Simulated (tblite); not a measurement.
Compound: C₇H₁₁OP.
Geometry (GFN2-xTB, Å), atoms numbered from 1 in this order:
```
atom  x, y, z in Å
C1    -2.7200   -1.1763    0.0320
C2    -1.9072   -0.1261   -0.0371
C3    -0.4593   -0.1889   -0.0121
C4     0.3667    0.8457   -0.2492
C5    -0.0025    2.2574   -0.5657
C6     1.8389    0.5395   -0.2149
P7     1.9215   -1.0272    0.7281
O8     3.0183   -1.9610    0.4687
C9     0.2148   -1.5078    0.2790
H10   -2.3608   -2.1879    0.1105
H11   -3.7892   -1.0572    0.0005
H12   -2.3407    0.8601   -0.1278
H13    0.5049    2.5749   -1.4767
H14   -1.0707    2.3892   -0.7012
H15    0.3289    2.9144    0.2397
H16    2.4289    1.3486    0.2192
H17    2.2299    0.3431   -1.2207
H18    1.8171   -0.6177    2.0590
H19   -0.2837   -2.0638    1.0742
H20    0.2591   -2.1483   -0.6087
```

Computed with GFN2-xTB (tblite): harmonic, unscaled wavenumbers at the GFN2-xTB geometry, gas phase. Errors from tens to a few hundred cm⁻¹ against measured bands are possible. Modes of hydrogen on phosphorus can be 10 to 20 % off. One conformer, not necessarily the lowest.

Harmonic wavenumbers (cm⁻¹): 68.0, 70.8, 102.2, 139.6, 195.2, 267.3, 291.3, 312.9, 343.6, 388.2, 446.9, 500.0, 519.7, 657.1, 692.0, 748.9, 764.0, 813.2, 815.4, 883.3, 892.8, 946.0, 954.7, 995.7, 1000.0, 1010.9, 1041.9, 1071.9, 1093.1, 1147.3, 1165.2, 1233.2, 1287.7, 1293.9, 1314.2, 1404.1, 1409.9, 1417.0, 1426.9, 1470.2, 1479.6, 1660.4, 1665.5, 2267.7, 2901.2, 2917.4, 2966.1, 2971.4, 2988.7, 3009.6, 3064.9, 3073.2, 3113.5, 3136.0.

A = 2143, B = 1047, C = 729.4 MHz; mass 142.055 u (most abundant isotopes); point group C1, symmetry number 1.

Zero-point energy?

½Σν̃ = 34906 cm⁻¹ = 417.57 kJ/mol.

Entropy at 350 K, 1 bar (ideal gas, RRHO, classical rotation)?

Translation 174.00, rotation 126.11, vibration 141.80: S = 441.9 J/(mol K).

And Cp and H(350 K) − H(0)?

Cp = 190.38 J/(mol K), of which vibrations give 157.12 (their classical limit is 54 R = 449.0); H(350 K) − H(0) = 38.46 kJ/mol without the zero-point energy, 26.82 from vibrations.

Which modes carry the vibrational entropy at 350 K?

68.0 cm⁻¹: 18.94; 70.8 cm⁻¹: 18.61; 102.2 cm⁻¹: 15.59; 139.6 cm⁻¹: 13.05; 195.2 cm⁻¹: 10.36; 267.3 cm⁻¹: 7.94 J/(mol K); the other 48 give 57.33 together.

How do the functions run with temperature in this model?

```
 T (K)  S (J/(mol K))  Cp (J/(mol K))  H − H(0) (kJ/mol)  G − H(0) (kJ/mol)  ln q(vib)
   150          325.5            98.5               9.68             -39.14       2.68
   250          386.1           143.5              21.75             -74.79       5.23
298.15          413.4           166.3              29.21             -94.04       6.48
   400          468.8           212.3              48.53            -138.98       9.16
   600          569.0           282.4              98.46            -242.97      14.45
   900          697.3           348.7             193.99            -433.54      22.06
```

q(vib) and H(0) count from the zero-point level.

What must be added to the electronic energy to get the Gibbs energy at 350 K and 1 bar?

ZPE + [H(350 K) − H(0)] − T·S = 417.57 + 38.46 − 154.67 = 301.36 kJ/mol.

Hindered rotation and anharmonicity are outside this model. Other conformers, if any are populated, would add a mixing term that is left out. The structure is chiral; the term R ln 2 for an equal mix with its mirror image is left out.
